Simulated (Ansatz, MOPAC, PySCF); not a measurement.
Pair of molecules: C2H2 (SMILES C#C) (first 4 atoms) with CH2F2 (SMILES FCF); geometry from B3LYP-D3(BJ)/def2-TZVP.
(charge 0, multiplicity 1):
```xyz
9

C      0.59923     0.01699    -0.69718
C     -0.35212    -0.06359     0.02537
H      1.43728     0.08577    -1.34714
H     -1.18549    -0.13471     0.68289
F     -1.07532     0.15584     3.13907
C      0.25114     0.12830     3.47352
F      0.48807    -1.00701     4.18482
H      0.46265     0.99132     4.10622
H      0.83739     0.10170     2.55472
```

Counterpoise-corrected where a basis set is named; no monomer relaxation. Rows marked so take none.

Rows in 6-31G* carry no dispersion term and start afresh at each structure (6-31G* with six Cartesian d functions). The state reached by PM3 isn't checked.

Codes used: Ansatz (Gaussian basis) for Hartree–Fock, density functionals and correlated methods; MOPAC for PM3 (differences of heats of formation); PySCF for 6-31G* rows, the dispersion terms. 

Q: One of these levels gives -77.0 meV for the interaction energy. Which?
(A) wB97X-V/def2-TZVPPD
(B) PM3
(C) BLYP-D3(BJ)/def2-TZVPPD
(D) M06-2X/6-31G* (no counterpoise)

A: C, BLYP-D3(BJ)/def2-TZVPPD. The others give -20.3 (PM3), -143.4 (M06-2X/6-31G* (no counterpoise)), -90.4 (wB97X-V/def2-TZVPPD)

Ansatz is a program for electronic structure.
